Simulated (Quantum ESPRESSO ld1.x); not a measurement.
Input file for ld1.x (Quantum ESPRESSO 7.5):

```
 &input
    atom='Cr',
    iswitch=1,
    rel=2,
    dft='REVPBE',
    config='[He] 2s2 2p3 3s0 3p0',
    rel_dist='energy',
    verbosity='high',
    lsmall=.true.,
    prefix='ld1',
    max_out_wfc=37,
    file_charge='ld1.rho',
 /
```

Command: `OMP_NUM_THREADS=1 ld1.x < ld1.in > ld1.out`

Output (excerpt):

```
     Program LD1 v.7.5 starts

     --------------------------- All-electron run ----------------------------

     dirac relativistic calculation

     atomic number is 24.00
     dft =REVPBE   lsd =0 sic =0 latt =0  beta=0.20 tr2=1.0E-14
     Exchange-correlation= REVPBE
                           (   1   4   4   4   0   0   0)
     mesh =1973 r(mesh) =  99.28020 a.u. xmin = -8.00 dx = 0.00800
     1 Ry =  13.60569312 eV, c = 137.03599908

     n l j   nl                  e(Ry)          e(Ha)          e(eV)
     Spin orbit split results
     1 0 0.5 1S 1( 2.00)    -490.975802211    -245.487901105  -6680.0660957
     2 0 0.5 2S 1( 2.00)     -97.573409676     -48.786704838  -1327.5538690
     2 1 0.5 2P 1( 2.00)     -91.921727756     -45.960863878  -1250.6588192
     2 1 1.5 2P 1( 1.00)     -91.166210042     -45.583105021  -1240.3794770
     3 0 0.5 3S 1( 0.00)     -38.936393051     -19.468196526   -529.7566152
     3 1 0.5 3P 1( 0.00)     -37.145207642     -18.572603821   -505.3862962
     3 1 1.5 3P 1( 0.00)     -36.956129361     -18.478064681   -502.8137551
     Averaged results
     1 0     1S 1( 2.00)    -490.975802211    -245.487901105  -6680.0660957
     2 0     2S 1( 2.00)     -97.573409676     -48.786704838  -1327.5538690
     2 1     2P 1( 3.00)     -91.418049280     -45.709024640  -1243.8059244
     3 0     3S 1( 0.00)     -38.936393051     -19.468196526   -529.7566152
     3 1     3P 1( 0.00)     -37.019155455     -18.509577727   -503.6712688

     final scf error:  7.3E-15 reached in  41 iterations

     Etot =   -1684.371959 Ry,    -842.185980 Ha,  -22917.047983 eV

     Ekin =    1709.589702 Ry,     854.794851 Ha,   23260.152852 eV
     Encl =   -3585.686378 Ry,   -1792.843189 Ha,  -48785.748497 eV
     Eh   =     247.955444 Ry,     123.977722 Ha,    3373.605678 eV
     Exc  =     -56.230727 Ry,     -28.115364 Ha,    -765.058017 eV

     normalization and overlap integrals

     s(1S/1S) =  1.000000  <r> =   0.0633  <r2> =    0.0054  r(max) =   0.0417
     LC norm =  0.99254238 + SC norm =  0.00745762 =  1.00000000
     s(2S/2S) =  1.000000  <r> =   0.2753  <r2> =    0.0889  r(max) =   0.2346
     LC norm =  0.99847922 + SC norm =  0.00152078 =  1.00000000
     s(2P/2P) =  1.000000  <r> =   0.2377  <r2> =    0.0687  r(max) =   0.1860
     LC norm =  0.99850830 + SC norm =  0.00149170 =  1.00000000
     s(2P/2P) =  1.000000  <r> =   0.2401  <r2> =    0.0699  r(max) =   0.1890
     LC norm =  0.99852285 + SC norm =  0.00147715 =  1.00000000
     s(3S/3S) =  1.000000  <r> =   0.6664  <r2> =    0.5043  r(max) =   0.6325
     LC norm =  0.99942680 + SC norm =  0.00057320 =  1.00000000
     s(3P/3P) =  1.000000  <r> =   0.6419  <r2> =    0.4743  r(max) =   0.6077
     LC norm =  0.99944357 + SC norm =  0.00055643 =  1.00000000
     s(3P/3P) =  1.000000  <r> =   0.6454  <r2> =    0.4794  r(max) =   0.6077
     LC norm =  0.99944683 + SC norm =  0.00055317 =  1.00000000

     LC charge =  6.97758264 + SC charge =  0.02241736 =  7.00000000

     ------------------------ End of All-electron run ------------------------
```

Run on one thread of a shared host, so times are rough (Intel(R) Xeon(R) Processor @ 2.60GHz): 0.6 s of CPU time, 0.74 s wall, 41 iterations on 1973 mesh points.
